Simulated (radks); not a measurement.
Results of a calculation; reference values are marked as such.
Minus the highest occupied eigenvalue as an estimate of the ionisation energy, Ti to Ti19+. The LB94 potential has the -1/r tail that LDA and GGA lack but no energy functional. Level of theory: Dirac Kohn-Sham, LB94 model potential, spin-unpolarised, spherical densities, finite nucleus; open shells fill j = l - 1/2 first; Fermi nuclear charge, rms radius 3.5921 fm (a radial shooting solver on a logarithmic mesh with Libxc functionals).

\begin{tabular}{lrrrrrr}
species & configuration & HOMO & -e(HOMO) (eV) & <r> (bohr) & IE, NIST (eV) & kind \\ \hline
Ti & [Ar] 3d2 4s2 & 4s1/2 & 7.608 & 3.34 & 6.828 & exp. \\
Ti+ & [Ar] 3d2 4s1 & 4s1/2 & 14.602 & 3.00 & 13.576 & exp. \\
Ti2+ & [Ar] 3d2 & 3d3/2 & 27.462 & 1.38 & 27.492 & exp. \\
Ti3+ & [Ar] 3d1 & 3d3/2 & 43.574 & 1.24 & 43.267 & exp. \\
Ti4+ & [Ar] & 3p3/2 & 98.063 & 1.03 & 99.30 & exp. \\
Ti5+ & [Ne] 3s2 3p5 & 3p3/2 & 119.32 & 1.00 & 119.53 & semi-emp. \\
Ti6+ & [Ne] 3s2 3p4 & 3p3/2 & 141.63 & 0.970 & 140.7 & semi-emp. \\
Ti7+ & [Ne] 3s2 3p3 & 3p3/2 & 164.98 & 0.941 & 170.5 & semi-emp. \\
Ti8+ & [Ne] 3s2 3p2 & 3p1/2 & 190.33 & 0.909 & 192.1 & semi-emp. \\
Ti9+ & [Ne] 3s2 3p1 & 3p1/2 & 215.77 & 0.884 & 215.9 & exp. \\
Ti10+ & [Ne] 3s2 & 3s1/2 & 266.77 & 0.860 & 265.1 & semi-emp. \\
Ti11+ & [Ne] 3s1 & 3s1/2 & 294.00 & 0.839 & 291.50 & semi-emp. \\
Ti12+ & [Ne] & 2p3/2 & 776.92 & 0.285 & 787.67 & exp. \\
Ti13+ & [He] 2s2 2p5 & 2p3/2 & 855.99 & 0.278 & 864 & semi-emp. \\
Ti14+ & [He] 2s2 2p4 & 2p3/2 & 937.78 & 0.272 & 945 & semi-emp. \\
Ti15+ & [He] 2s2 2p3 & 2p3/2 & 1022.2 & 0.265 & 1043 & semi-emp. \\
Ti16+ & [He] 2s2 2p2 & 2p1/2 & 1116.5 & 0.257 & 1130.2 & semi-emp. \\
Ti17+ & [He] 2s2 2p1 & 2p1/2 & 1206.1 & 0.252 & 1220.3 & semi-emp. \\
Ti18+ & [He] 2s2 & 2s1/2 & 1338.4 & 0.291 & 1346.3 & semi-emp. \\
Ti19+ & [He] 2s1 & 2s1/2 & 1416.9 & 0.286 & 1425.3 & theory \\
\end{tabular}

Reference values: NIST Atomic Spectra Database (exp. = measured, semi-emp. = semi-empirical, theory = theoretical value adopted there). Spin polarisation and multiplet splitting are left out.

Beside tabulated values, note that spin-unpolarised runs miss the spin-polarisation part of the exchange energy of open shells.
